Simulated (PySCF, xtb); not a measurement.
C5H12BFO2, SMILES CC(C)(C)OB(F)OC.

GFN2-xTB (xtb) at its own geometry gives an orbital gap of 7.77 eV and a dipole moment of 2.90 D.

Geometry optimised at B3LYP-D3(BJ)/def2-SVP. The values are those of a single conformer.

**Question.** What does PBE/def2-SVP in PySCF give? (The exact figures need the calculation; the answer reports its results.)

**Answer.** gap 7.23 eV (levels -6.63 and 0.60 eV), dipole 2.15 D.
